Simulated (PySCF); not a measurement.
## Pauling's electronegativity from computed bond energies: partners of F

PBE0 in PySCF with def2-SVPD on every atom (core potentials on Rb, Cs), for the lowest determinant that a PBE0 search found; no spin–orbit coupling. De of F2 is 1.39 eV.

```csv
B,De(B₂) (eV),De(FB) (eV)
Li,0.85,5.86
Cs,0.40,4.96
Na,0.71,4.77
H,4.44,5.96
Rb,0.45,4.80
```

Q: With Δ = De(FB) − [De(F₂) + De(B₂)]/2, give Δ and the electronegativity difference √(Δ/eV).

A: 

```json
{"B": "Li", "Δ (eV)": "4.74", "√Δ": "2.18"}
{"B": "Cs", "Δ (eV)": "4.07", "√Δ": "2.02"}
{"B": "Na", "Δ (eV)": "3.72", "√Δ": "1.93"}
{"B": "H", "Δ (eV)": "3.04", "√Δ": "1.74"}
{"B": "Rb", "Δ (eV)": "3.88", "√Δ": "1.97"}
```

The rule was made for single bonds and measured bond energies; here it is fed with computed well depths. With the arithmetic mean Δ turns negative when the two homonuclear bonds differ much, as for alkali hydrides.

Closed-shell solutions of metal pairs were not tested for spin polarisation, which can lower them a little. Weak bonds: Cs2, Rb2. Basis-set superposition, not corrected here, can be much of De in a small basis, most of all at correlated wavefunction levels. Functionals without a dispersion term scatter widely for such bonds, and LDA overbinds them. These are scalar-relativistic numbers at best; spin–orbit coupling would shift them, the dissociation energy most.
